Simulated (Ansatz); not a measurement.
**Which method gave which barrier?**

Saddle point of GeH₆O₂, singlet (H₂O₂ ([OH][OH]) + GeH₄ → GeH₄O₂ ([OH][O][GeH3]) + H₂; bonds formed: Ge1–O7, H2–H6; bonds broken: Ge1–H2, H6–O7), PBE0-D4/def2-TZVP structure:

```
9
angstrom
Ge -0.1209 0.5845 0.9252
H 1.5448 -0.2270 0.5423
H 0.0946 0.1783 2.3979
H -1.6450 0.5485 0.6822
H 0.4230 1.9830 0.6092
H 1.1928 -0.5121 -0.4189
O 0.0824 -0.6065 -0.7204
O -0.5854 -0.5355 -1.9857
H -0.9862 -1.4132 -2.0317
```

Ansatz 0.2.0; basis: def2-TZVPP, with def2-QZVPP for the basis limit; cores frozen in the correlated methods. Filled d shells of the heavier atoms are correlated. The def2 sets are not built for correlating such inner shells, so the correlated values are less sure here. Extrapolation: Hartree–Fock as exp(−7.88 √X), correlation as X^−2.97. Four methods, as single points on the PBE0-D4 structures, gave these electronic barriers from the start structure: 1.554, 1.731, 2.231, 2.850 eV.

Question: The methods were, in alphabetical order, BHLYP-D4, HF, PBE-D4, r2SCAN-D4. Which gave which? (Judge from chemistry; the calculation decides.)

Answer: Computed: PBE-D4 1.554; r2SCAN-D4 1.731; BHLYP-D4 2.231; HF 2.850 eV. For comparison, CCSD(T) at an estimated basis limit (MP2 extrapolated from triple and quadruple zeta, plus CCSD(T) − MP2 in triple zeta) gives 2.117 eV.

The T1 diagnostic stays at or below 0.016.

Labels in which every atom is bracketed show which atoms are joined, not bond orders.

For scale, one of the runs: CCSD(T)/def2-TZVPP, 194 basis functions, launched by `ansatz run in.yaml --threads 4 --pin off --events-out ev --progress --plain --max-ram 9574MiB`. The run took 61 s on 4 CPU threads of an Arm Neoverse V1 (shared host), with 2.3 GiB of host memory at its peak.
